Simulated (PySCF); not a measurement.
# Two-dimensional NMR puzzle

Compound of formula C₈H₁₄Si. Correlations simulated from computed shifts and the bond graph:

HSQC (one-bond C–H):
| δH | δC |
| --- | --- |
| 5.60 | 114.8 |
| 5.28 | 114.8 |
| 1.68 | 25.7 |
| 1.41 | 9.6 |
| 1.24 | 21.7 |
| 0.92 | 9.6 |
| 0.85 | 13.9 |
| 0.27 | 13.9 |
| 0.23 | 2.5 |
| -0.40 | 2.5 |

COSY cross peaks (H two or three bonds apart, from the bond graph; peaks can be absent where the dihedral angle is near 90°):
| δH | δH |
| --- | --- |
| 5.60 | 5.28 |
| 2.52 | 2.48 |
| 2.52 | 1.41 |
| 2.52 | 0.92 |
| 2.48 | 1.41 |
| 2.48 | 0.92 |
| 1.41 | 0.92 |
| 1.24 | 0.85 |
| 1.24 | 0.27 |
| 1.24 | 0.23 |
| 1.24 | -0.40 |
| 0.85 | 0.27 |
| 0.85 | 0.23 |
| 0.85 | -0.40 |
| 0.27 | 0.23 |
| 0.27 | -0.40 |
| 0.23 | -0.40 |

HMBC (two and three bonds, from the bond graph):
| δH | δC |
| --- | --- |
| 5.60 | 157.0, 36.0, 25.7 |
| 5.28 | 157.0, 36.0, 25.7 |
| 2.52 | 157.0, 36.0, 21.7, 9.6 |
| 2.48 | 157.0, 36.0, 21.7, 9.6 |
| 1.68 | 157.0, 114.8, 36.0 |
| 1.41 | 157.0, 36.0, 21.7 |
| 1.24 | 157.0, 36.0, 13.9, 9.6, 2.5 |
| 0.92 | 157.0, 36.0, 21.7 |
| 0.85 | 36.0, 21.7, 2.5 |
| 0.27 | 36.0, 21.7, 2.5 |
| 0.23 | 36.0, 21.7, 13.9 |
| -0.40 | 36.0, 21.7, 13.9 |

Carbons without hydrogens: δ 157.0, 36.0.

Method: structure optimised with GFN2-xTB, σ from GIAO-PBE0/pcSseg-1, in PySCF 2.14.0 with density-fitted response routines (non-relativistic, no solvent model, single conformer, equivalent nuclei averaged).

Scale: TMS for ¹H (σref 31.72), ¹³C (σref 186.93) (reference shieldings calculated alike).

Exchangeable hydrogens are left out of these lists.

Problem. Which molecule is this?

Solution. `C1([C@]2(C(=C)C)C[SiH2]2)CC1`.

Mapped SMILES: `[CH2:1]=[C:2]([CH3:3])[C@@:4]1([CH:5]2[CH2:6][CH2:7]2)[CH2:8][SiH2:9]1`. Hydrogens are named by the atom that carries them. Ha(C1) is cis to C3; Ha(C6), Ha(C7) are cis to C4 on the ring; Ha(C8), Ha(Si9) are pro-R; Hb(C8), Hb(Si9) are pro-S; Hb(C1) is trans to C3; Hb(C6), Hb(C7) are trans to C4 on the ring.

- δC 157.0 is C2, a fully substituted alkene carbon.
- δC 114.8 is C1, a terminal =CH2 carbon (δH 5.28, 5.60).
- δC 36.0 is C4, a three-membered-ring carbon.
- δC 25.7 is C3, an allylic methyl carbon (δH 1.68).
- δC 21.7 is C5, a three-membered-ring carbon (δH 1.24).
- δC 13.9 is C7, a three-membered-ring carbon (δH 0.27, 0.85).
- δC 9.6 is C8, a three-membered-ring carbon (δH 0.92, 1.41).
- δC 2.5 is C6, a three-membered-ring carbon (δH -0.40, 0.23).
- HMBC from δH 5.60 reaches the proton-free carbons C2, C4.
- HMBC from δH 5.28 reaches the proton-free carbons C2, C4.
- HMBC from δH 2.52 reaches the proton-free carbons C2, C4.
- HMBC from δH 2.48 reaches the proton-free carbons C2, C4.
- COSY links 5.60–5.28, 2.52–2.48, 2.52–1.41, 2.52–0.92, 2.48–1.41, 2.48–0.92.

The data come from this structure; uniqueness wasn't tested.

Shifts are as computed. Against solution values, carbons near 30 ppm lie about +3 ppm off and those near 130 ppm about +5 ppm. Of 1309 compounds with measured shifts, 239 miss one by over three times the rms of a fit or turn the order of signals round; such compounds aren't used in these exercises.
